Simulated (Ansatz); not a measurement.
Relaxation of C$_{2}$H$_{10}$AlBGe (15 atoms, charge 0, multiplicity 1), to a largest force component of 0.015 eV/Å in at most 40 steps.

Computed with Ansatz, RKS LDA/def2-SVP.

```xyz
15
Properties=species:S:1:pos:R:3
C -1.835 -0.369 1.743
B -0.403 -0.808 1.445
Al 0.567 -0.128 -0.243
C 2.535 -0.718 -0.598
Ge -0.511 1.401 -1.778
H -2.252 -0.774 2.668
H -2.513 -0.623 0.893
H -1.863 0.797 1.830
H 0.143 -1.533 2.230
H 2.481 -1.832 -0.676
H 3.107 -0.426 0.269
H 2.841 -0.252 -1.515
H 0.399 1.784 -2.942
H -1.817 0.747 -2.304
H -0.901 2.684 -0.993
```

Problem. Where does it end, and by what steps?

Solution. It converged. After 23 steps the energy has fallen by 0.534 eV; H9 moved furthest, 2.03 Å.

```tsv
step	energy less start (eV)	largest force component (eV/Å)	accepted
0	0.0000	2.868	yes
1	-0.3255	1.154	yes
2	-0.3628	0.167	yes
3	-0.3669	0.075	yes
4	-0.3842	0.266	yes
5	-0.3898	0.454	yes
6	-0.4143	0.248	yes
7	-0.4388	0.144	yes
8	-0.4518	0.167	yes
9	-0.4606	0.404	yes
10	-0.4749	0.291	yes
11	-0.4856	0.283	yes
12	-0.4987	0.307	yes
13	-0.5031	0.395	yes
14	-0.5138	0.172	yes
15	-0.5159	0.204	yes
16	-0.5265	0.120	yes
17	-0.5280	0.104	yes
18	-0.5316	0.074	yes
19	-0.5327	0.055	yes
20	-0.5336	0.032	yes
21	-0.5339	0.033	yes
22	-0.5341	0.018	yes
23	-0.5341	0.008	yes
```

```xyz
15
Properties=species:S:1:pos:R:3
C -1.772 -0.991 1.822
B -0.462 -0.206 1.583
Al 0.603 0.044 -0.214
C 2.200 -0.960 -0.730
Ge -0.220 1.791 -1.752
H -1.938 -1.336 2.865
H -2.057 -1.781 1.097
H -2.518 -0.158 1.683
H -0.067 0.464 2.540
H 1.960 -2.042 -0.833
H 2.976 -0.891 0.065
H 2.649 -0.614 -1.685
H 0.772 2.209 -2.869
H -1.500 1.317 -2.496
H -0.648 3.104 -1.046
```

Run time: 37 s on 2 threads of Intel(R) Xeon(R) Platinum 8488C (Sapphire Rapids) (shared host), peak memory 0.21 GiB.
